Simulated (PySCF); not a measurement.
Molecule: SMILES C[NH2+][BH2-]N, CH₉BN₂.

Atom-mapped SMILES (the numbers label the heavy atoms): `[CH3:1][NH2+:2][BH2-:3][NH2:4]`; H(Xn) means a hydrogen on atom n.

Geometry PBE0-D3(BJ)/def2-SVP throughout; GIAO in PySCF 2.14, gas phase, one conformer, non-relativistic; equivalent atoms averaged; functional PBE0.

For orientation, pcSseg-0 gives these absolute shieldings σ: C1 163.9, N2 207.5, N4 249.7, B3 115.2, H(C1) 30.11, H(N2) 31.58, H(B3) 29.16, H(N4) 32.83 ppm.

A run gave: C1 170.2, N2 206.1, N4 256.0, B3 120.3, H(C1) 28.96, H(N2) 29.48, H(B3) 28.58, H(N4) 31.52 ppm (absolute shieldings σ).

Problem. Which basis set was used in that run?
A. def2-SVP
B. pcSseg-1
C. 6-311+G(2d,p)
D. cc-pVDZ

Solution. D. C1 tells them apart best: cc-pVDZ gives 170.2, def2-SVP gives 168.2, 6-311+G(2d,p) gives 160.2, pcSseg-1 gives 157.4 ppm.
